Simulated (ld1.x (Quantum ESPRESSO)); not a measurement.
# Te: variants of one TM potential

Base potential:

ld1.x (Quantum ESPRESSO) 7.5 input, shortened:

```
&input
   title='Te', zed=52., rel=1, dft='PZ', iswitch=3,
   config='[Kr] 4d10 4f-2 5s2 5p2'
 /
 &inputp
   pseudotype=2, tm=.true., lloc=0,
   nlcc=.false.
 /
4
5P  2  1   2.00   0.00  1.75  1.75  0.0
4D  3  2  10.00   0.00  1.10  1.10  0.0
4F  4  3  -2.00   0.30  1.45  1.45  0.0
5S  1  0   2.00   0.00  1.70  1.70  0.0
 &test
   configts(1)='4d10 5s2 5p2'
 /
```

All-electron outer shells of the reference configuration (LDA (PZ), scalar-relativistic, ld1.x):

```tsv
shell	level (eV)	outermost node (bohr)	outermost maximum (bohr)
4p	-133.67	0.38	0.74
4d	-61.08	0.36	0.81
5s	-33.07	0.91	1.75
5p	-22.59	0.99	2.04
```

Cutoffs, loose and tight: the cutoffs (Ry, on a coarse ladder) from which the occupation-weighted sum of valence levels, in a spherical-Bessel basis at the reference potential, stays within 10 and 1 mRy of its value at 400 Ry. They do not see the model core or the augmentation charge, which bear on the density cutoff. Test errors are all-electron minus pseudo excitation energies from the reference, over the configurations 4d10 5s2 5p4; 4d10 5s2 5p3; 4d10 5s2 5p1; 4d10 5s1 5p4; 4d10 5s1 5p5; 4d10 5s2 5p0; 4d9 5s2 5p5 (two spin-polarised tests are not counted in the largest error). A dash means not determined; rows that change the core or the reference have their own tests. The largest error is taken over the tests solved by every variant that gives reliable tests at all: 4d10 5s1 5p4; 4d10 5s1 5p5; 4d10 5s2 5p0; 4d10 5s2 5p1; 4d10 5s2 5p3; 4d9 5s2 5p5.

```csv
change,outcome,"cutoff, loose","cutoff, tight",bound ghosts,largest test error (meV)
base,generated,120 Ry,200 Ry,none,-475
wave 4f channel at 0.3 Ry: rc 1.45 bohr becomes 4f channel at 0.3 Ry: rc 1.90 bohr,generated,120 Ry,200 Ry,none,-475
reference 4d10 5s2 5p4,generated,120 Ry,200 Ry,none,-315
wave 4f channel at 0.3 Ry: rc 1.45 bohr becomes 4f channel at 0.83 Ry: rc 1.45 bohr,generated,120 Ry,200 Ry,none,-475
wave 5p (bound): rc 1.75 bohr becomes 5p (bound): rc 2.32 bohr,generated,120 Ry,200 Ry,none,-552
functional PBE,generated,120 Ry,200 Ry,none,-500
local potential all-electron potential smoothed inside 1.65 bohr (lloc = -2),generated,120 Ry,200 Ry,none,-326
core correction a·sin(br)/r model core inside 0.52 bohr,generated,120 Ry,200 Ry,none,-549
```

(1) What comes out with this change to the base: all radii scaled by about 1.17 (s 2.00, p 2.06, d 1.28, f 1.70 bohr)?

(2) What comes out with this change to the base: wave 4d (bound): rc 1.10 bohr becomes 4d (bound): rc 1.50 bohr?

Results:

(1) outcome: generated; cutoff, loose: 110 Ry; cutoff, tight: 180 Ry; bound ghosts: none; largest test error (meV): -569.

(2) outcome: generated; cutoff, loose: 100 Ry; cutoff, tight: 160 Ry; bound ghosts: none; largest test error (meV): -440.
